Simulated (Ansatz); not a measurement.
Coupled-cluster diagnostics for `[C-]#[N+]CCCCCCCCCCCC#N`, Ansatz.

Geometry of the singlet (PBE-D4/def2-SVP):

```xyz
37

C     2.956   -1.543    7.411
N     3.202   -1.244    6.290
C     3.457   -0.894    4.937
C     2.194   -0.952    4.066
C     2.472   -0.575    2.609
C     1.226   -0.636    1.720
C     1.498   -0.256    0.260
C     0.287   -0.382   -0.675
C    -0.860    0.590   -0.369
C    -2.076    0.459   -1.297
C    -1.815    0.836   -2.760
C    -3.072    0.767   -3.629
C    -2.795    1.147   -5.097
C    -3.983    1.093   -5.947
N    -4.949    1.043   -6.608
H     4.233   -1.582    4.537
H     3.895    0.127    4.915
H     1.430   -0.272    4.500
H     1.767   -1.976    4.123
H     2.905    0.450    2.566
H     3.255   -1.249    2.193
H     0.446    0.029    2.150
H     0.799   -1.664    1.758
H     2.321   -0.897   -0.127
H     1.887    0.787    0.220
H    -0.100   -1.426   -0.636
H     0.634   -0.229   -1.720
H    -0.474    1.634   -0.412
H    -1.202    0.439    0.677
H    -2.897    1.099   -0.906
H    -2.462   -0.585   -1.251
H    -1.390    1.864   -2.804
H    -1.037    0.169   -3.194
H    -3.854    1.443   -3.221
H    -3.503   -0.256   -3.594
H    -2.370    2.173   -5.156
H    -2.025    0.471   -5.531
```

Correlated methods freeze 15 core orbitals.

Q: Estimate the CCSD(T) correlation energy, the shares of MP2 and (T), T1 and the reference's ⟨S²⟩ for: charge 0, singlet, own geometry in def2-SVP; and the rough time on 2 threads of AMD EPYC 7R13 on a shared host and a share (18 GiB) of an NVIDIA H100 80GB HBM3.

A: 
| state | basis | correlation (eV) | MP2 share (%) | (T) share (%) | T1 | ⟨S²⟩ (pure) | wall time |
| --- | --- | --- | --- | --- | --- | --- | --- |
| charge 0, singlet, own geometry | def2-SVP | -63.830 | 90.2 | 3.4 | 0.010 | 0.00 (0.00) | 27 s |
Customary marks for T1 are 0.02 (closed shells), 0.045 (open shells) and about 0.05 (3d metals). T1 stays under 0.02 throughout.
